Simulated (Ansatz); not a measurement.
`CC[AsH][SiH3]` + `C#CN` → `C#CN[AsH][SiH3]` + `CC` at 500 K and 1 bar (ligand exchange at the As–C bond).

Gas-phase electronic energies from Ansatz, PBE0-D4/def2-TZVP geometries. CCSD(T)/CBS adds triple-zeta CCSD(T) − MP2 to the extrapolated MP2 energy (def2 sets, frozen cores). This one scheme is used for every species. For As outer-core shells are correlated without core-valence functions, which leaves a few kJ/mol of doubt a bond. Scalar relativity is left out up to krypton. One conformer a species, not always the lowest.

| species | CCSD(T)/CBS energy (Eh) | H − E (kJ/mol) | S (J/(mol·K)) |
| --- | --- | --- | --- |
| `CC[AsH][SiH3]` | -2605.60659 | 310.7 | 438.0 |
| `C#CN` | -132.52893 | 143.8 | 289.2 |
| `C#CN[AsH][SiH3]` | -2658.41225 | 232.2 | 458.0 |
| `CC` | -79.71954 | 220.5 | 259.9 |

H − E and S are ideal-gas, rigid-rotor, harmonic terms from PBE0-D4/def2-TZVP, for one conformer and one mirror image of each species. 1 Eh = 2625.50 kJ/mol, R = 8.31446 J/(mol·K).

**Question.** By hand: ΔE, ΔH, ΔS and ΔG.

**Answer.** ΔE = (-2658.41225) + (-79.71954) − (-2605.60659) − (-132.52893) = 0.00373 Eh = 9.8 kJ/mol. Δ(H − E) = 232.2 + 220.5 − 310.7 − 143.8 = -1.8, so ΔH = 8.0 kJ/mol. ΔS = 458.0 + 259.9 − 438.0 − 289.2 = -9.3 J/(mol·K). ΔG = 8.0 − 500 × (-9.3)/1000 = 12.7 kJ/mol.

**Question.** By hand: the equilibrium constant, and the temperature at which ΔG would vanish if ΔH and ΔS stayed fixed.

**Answer.** log₁₀ K = −ΔG/(RT ln 10) = -1.3. ΔH and −TΔS have one sign here, so there is no such temperature.

TΔS isn't small against ΔH here. A doubt of 5 kJ/mol in ΔE shifts log₁₀ K by 0.5 here. Other conformers and mirror images would add mixing entropy, several J/(mol·K) or more a flexible species. Modes under 60 cm⁻¹, often nearly free rotors, make the harmonic entropy too high. These are equilibria of isolated gas molecules and say nothing of rates. Largest T1 diagnostic: 0.013 (customary marks: 0.02 for closed shells, 0.045 for open ones).

ΔS is within the doubt of such terms, so its sign, and with it that verdict, could turn.
